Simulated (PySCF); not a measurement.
## Ionisation energy of Pm²⁸⁺ by level of theory

Pm²⁸⁺ [Ar] 3d10 4s2 4p3 [4p1/2^2 4p3/2^1, M_J = 3/2] → Pm²⁹⁺ [Ar] 3d10 4s2 4p2 [4p1/2^2, M_J = 0], as a difference of total energies. Computed with PySCF 2.14 in an even-tempered Gaussian basis (17 s from 2.4 bohr⁻², ratio 2.8; 13 p from 3.1 bohr⁻², ratio 2.8; 8 d from 5.6 bohr⁻², ratio 2.8; 4 f from 15 bohr⁻², ratio 3), with the two-component X2C-1e Hamiltonian. Correlated levels: [Ne] frozen; the 74 highest virtual spinors dropped. "Screened" scales the spin-orbit matrix elements by Boettger's factors to mimic the two-electron term; Breit and QED terms are absent.

```
                    method  ionisation energy (eV)
           GHF (spin-free)                  1051.0
          GMP2 (spin-free)                  1052.0
 GHF (screened spin-orbit)                  1035.6
GMP2 (screened spin-orbit)                  1036.4
```

Breit and QED terms and the two-electron picture change are absent.

The spin-free rows relax to the high-spin LS determinant and lack the spin-orbit shift.

The labels give the starting determinants; with spin-orbit coupling the two ends relaxed to ⟨J²⟩ = 3.75, ⟨L²⟩ = 2.26, ⟨S²⟩ = 1.68 and ⟨J²⟩ = 0.00, ⟨L²⟩ = 1.35, ⟨S²⟩ = 1.35.

For comparison: 1040 ± 4 eV (theoretical estimate listed by NIST; NIST Atomic Spectra Database, ionization energies).
